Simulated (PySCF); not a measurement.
Stepwise substitution at one centre (Ga NH2-SH). All species are isolated molecules in the gas phase. One relaxed conformer stands for each flexible species; it need not be the lowest. Strings in code marks are SMILES.

The S1 excitation (TDA) from two functionals at the same geometries (B3LYP-D3(BJ)/def2-TZVP), both in PySCF: PBE-D3(BJ)/def2-TZVP and TPSSh-D3(BJ)/def2-TZVP. Excitations are Tamm–Dancoff values on a coarser integration grid. The basis has no diffuse functions, so Rydberg states are missing or too high.

| species | PBE-D3(BJ)/def2-TZVP (eV) | TPSSh-D3(BJ)/def2-TZVP (eV) |
|---|---|---|
| 0 of 3 NH2 replaced by SH (`[NH2][Ga]([NH2])[NH2]`) | 4.76 | 5.32 |
| 1 of 3 NH2 replaced by SH | 4.79 | 5.32 |
| 2 of 3 NH2 replaced by SH (`[Ga]([SH])([SH])[NH2]`) | 4.79 | 5.28 |
| 3 of 3 NH2 replaced by SH | 4.55 | 5.01 |

Over these rows, drawn at random from the members with no instability flagged (it was tested for open shells, ions and some series alone), PBE minus TPSSh-D3(BJ): mean -0.51 eV, from -0.56 eV to -0.47 eV.
